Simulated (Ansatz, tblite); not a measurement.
Cost and result up the ladder for the cluster PbS2 (3 atoms). The state is a singlet with charge 0. Geometry: PBE-D4/def2-TZVP.

Cartesian coordinates in Å:
```
Pb 0.021 1.481 0.296
S -0.148 -0.527 -1.206
S 0.127 -0.954 0.909
```

Ansatz on 4 threads of AMD EPYC 7R43 on a shared host; xTB runs through tblite on one thread. Times are rough, summed over both states, and most runs start from the orbitals of an earlier one. CCSD(T)/def2-TZVPP serves as the yardstick here, not as an exact answer. The other state is a doublet.

In the def2 sets Pb takes a core potential; there is no spin–orbit coupling. The xTB rows come from tblite. Correlated methods freeze 14 core orbitals; core or outer-core shells of Pb are correlated, in sets that lack core-valence functions. The structure comes from a short search, and lower isomers may exist.

Raw xTB energies of ions are shifted by several eV.

| level | functions | vertical IE (eV) | difference from CCSD(T)/def2-TZVPP (eV) |
| --- | --- | --- | --- |
| PBE-D4/def2-TZVP | 124 | 7.55 | -0.03 |
| GFN2-xTB | 22 | 12.51 | 4.93 |
| r2SCAN-D4/def2-TZVP (with forces) | 124 | 7.60 | 0.02 |
| CCSD(T)/def2-TZVPP | 134 | 7.58 | 0.00 |
| PBE0-D4/def2-TZVP | 124 | 7.63 | 0.05 |
| GFN1-xTB | 22 | 12.49 | 4.90 |

Problem. Estimate how long each takes.

Solution. GFN1-xTB 0.006 s; GFN2-xTB 0.006 s; PBE-D4/def2-TZVP 2.8 s; PBE0-D4/def2-TZVP 4.6 s; r2SCAN-D4/def2-TZVP (with forces) 6.5 s; CCSD(T)/def2-TZVPP 26 s. On shared hardware such times vary by a factor of up to 3.
